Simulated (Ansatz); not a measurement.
`CC(=O)O[Si](Cl)(Cl)Cl`, relaxed with RKS PBE0-D4/def2-TZVP in the Gaussian-basis code of Ansatz from a PBE-D4/def2-SVP geometry. The force threshold is 0.005 eV/Å; the program also tests the step.

Total charge 0; spin multiplicity 1.

Start:

```xyz
11

C    -0.794    1.863   -0.223
C     0.139    0.756    0.184
O     1.164    0.869    0.818
O    -0.319   -0.469   -0.261
Si    0.523   -1.904    0.054
Cl   -0.630   -3.349   -0.831
Cl    2.378   -1.883   -0.811
Cl    0.649   -2.266    2.064
H    -1.803    1.676    0.195
H    -0.902    1.877   -1.326
H    -0.405    2.831    0.136
```

By how much does the energy fall, and how many steps does the optimiser take? (An estimate is asked.)

Computed: 8.77 kJ/mol, in 9 steps, 1 of them rejected.

Which bonds change most? (Best estimate.)

Computed: O4–Si5 from 1.694 to 1.650 Å; Si5–Cl7 from 2.047 to 2.017 Å; Si5–Cl8 from 2.047 to 2.018 Å; Si5–Cl6 from 2.049 to 2.021 Å.

Give the relaxed structure. (Best estimate.)

Ansatz gave: 
```xyz
11

C    -0.789    1.840   -0.224
C     0.146    0.753    0.189
O     1.157    0.882    0.811
O    -0.290   -0.467   -0.238
Si    0.512   -1.878    0.052
Cl   -0.634   -3.292   -0.827
Cl    2.341   -1.871   -0.798
Cl    0.643   -2.253    2.030
H    -1.780    1.644    0.190
H    -0.889    1.843   -1.311
H    -0.416    2.799    0.125
```
